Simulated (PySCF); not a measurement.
## Worked example: entropy of an ideal gas

O₃S, SMILES O=S(=O)=O.

Geometry optimised at B3LYP-D3(BJ)/def2-TZVP.

PySCF 2.14.0 with B3LYP-D3(BJ)/def2-TZVP gives the harmonic wavenumbers 493, 524, 524, 1073, 1400, 1400 cm⁻¹ and the rotational temperatures 0.4966, 0.4966, 0.2483 K. The molar mass is 80.06 g/mol, the symmetry number 6, the spin multiplicity 1.

Work out the entropy at 298.15 K and 1 atm in the rigid-rotor, harmonic-oscillator model.


Translation (Sackur–Tetrode at 1 atm): S = R[1.5 ln M + 2.5 ln T − 1.16487] = 163.4 J/(mol K).
Rotation: q = (√π/σ) T^1.5/√(θA θB θC) = 6150, S = R[ln q + 3/2] = 85.0 J/(mol K).
Vibration: with u = 1.4388 ν/T, each mode gives R[u/(e^u − 1) − ln(1 − e^−u)]:
```tsv
ν (cm⁻¹)	modes	u	S (J/(mol K))
493	1	2.38	2.83
524	2	2.53	5.03
1073	1	5.18	0.29
1400	2	6.76	0.15
```
These are all the modes. Sum 8.3 J/(mol K).
Spin: R ln 1 = 0.0 J/(mol K).
Total 256.7 J/(mol K); the program's own thermochemistry gives 256.7. Translation makes up 64 % and vibration 3 %. Anharmonicity, hindered rotation and orbital degeneracy are left out.
